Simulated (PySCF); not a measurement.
C3H8BFO, SMILES CCB(CO)F. Atoms are numbered in the order given.

```xyz
14

C      2.4142    -0.3247     0.1217
C      0.9468    -0.7257    -0.0089
B     -0.1067     0.4256     0.1168
F      0.2887     1.6545     0.4766
C     -1.6455     0.2276    -0.1524
O     -2.0374    -1.0652    -0.5922
H      2.7007     0.3928    -0.6634
H      2.6105     0.1652     1.0883
H      3.0901    -1.1904     0.0418
H      0.7397    -1.2530    -0.9607
H      0.6786    -1.4823     0.7599
H     -2.2313     0.5726     0.7315
H     -1.9350     0.9382    -0.9509
H     -1.7114    -1.7024     0.0553
```

The structure is a stationary point at r2SCAN-D4/def2-SVP. The structure was generated by enumeration, and PubChem lists no compound with its InChIKey, so it may never have been made. One conformer was computed; it need not be the lowest.

The numbers are results of PySCF with r2SCAN/def2-TZVP, not measurements.

Atomic charges (e):

```csv
atom,Mulliken,Löwdin
C1,-0.30,-0.29
C2,…,-0.25
B3,…,-0.65
F4,-0.27,0.33
C5,-0.04,-0.29
O6,-0.45,-0.03
H7,…,0.13
H8,…,0.12
H9,…,0.12
H10,…,0.17
H11,…,0.17
H12,0.10,0.15
H13,0.11,0.16
H14,…,0.17
```

What belongs in the gaps? (The exact figures need the calculation; the answer reports its results.)


- C2, Mulliken: -0.31
- B3, Mulliken: 0.29
- H7, Mulliken: 0.11
- H8, Mulliken: 0.11
- H9, Mulliken: 0.11
- H10, Mulliken: 0.14
- H11, Mulliken: 0.10
- H14, Mulliken: 0.30

Give the Mayer and Wiberg (Löwdin basis) orders of the bonds. (An estimate is asked for; the answer gives what the named calculation found.)


| bond | Mayer | Wiberg |
|---|---|---|
| C1–C2 | 0.97 | 1.27 |
| C2–B3 | 1.05 | 1.25 |
| B3–F4 | 1.18 | 2.03 |
| B3–C5 | 1.04 | 1.24 |
| C5–O6 | 0.96 | 1.56 |
| C1–H7 | 0.98 | 0.90 |
| C1–H8 | 0.97 | 0.90 |
| C1–H9 | 0.98 | 0.91 |
| C2–H10 | 0.93 | 0.79 |
| C2–H11 | 0.92 | 0.78 |
| C5–H12 | 0.93 | 0.83 |
| C5–H13 | 0.93 | 0.82 |
| O6–H14 | 0.90 | 1.02 |
